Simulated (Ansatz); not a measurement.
Ideal-gas functions of `[F][GaH][O][SiH3]` at 298.15 K and 1 bar, from an Ansatz frequency run at PBE0-D4/def2-TZVP.

Molar mass 136.84 g/mol, point group Cs (symmetry number 1), electronic degeneracy 1, moments of inertia 59.38, 267.987, 321.476 u Å². Harmonic wavenumbers (cm⁻¹, unscaled): 34, 71, 91, 224, 476, 519, 572, 686, 727, 734, 955, 956, 985, 1032, 2097, 2217, 2218, 2231.

Use S(trans) = R[1.5 ln M + 2.5 ln T − 1.1517]; rotational temperatures θ = 24.2544 K / I; S(rot) = R[ln(√π/σ · √(T³/θAθBθC)) + 1.5]; for each mode x = 1.438777 ν̃/T, S = R[x/(eˣ − 1) − ln(1 − e⁻ˣ)] and H = RT x/(eˣ − 1); 1 cm⁻¹ = 0.0119627 kJ/mol; R = 8.31446 J/(mol·K).

**Question.** By hand: the entropy, in J/(mol·K).

**Answer.** Translation 170.2. Rotation: θ = 0.4085, 0.0905, 0.0754 K, giving 112.7. Vibration, mode by mode: 23.35, 17.26, 15.22, 8.06, 3.02, 2.56, 2.09, 1.35, 1.15, 1.12, 0.47, 0.47, 0.42, 0.34, 0.00, 0.00, 0.00, 0.00, in all 76.9. Electronic 0.0. Sum 359.8 J/(mol·K).

**Question.** By hand: H − E and G − E in kJ/mol, counted from the electronic energy.

**Answer.** Zero-point energy ½ × 16825 × 0.0119627 = 100.6; thermal vibration 10.6; translation, rotation and pV give 4 RT = 9.9. H − E = 121.1 kJ/mol, and G − E = 121.1 − 298.15 × 359.8/1000 = 13.8 kJ/mol.

Vibration gives 21 % of the entropy, 55.8 J/(mol·K) of it from the modes under 150 cm⁻¹: soft modes count most, and the harmonic formula is weakest for them. The sum counts one conformer and one mirror image; others add a mixing term.
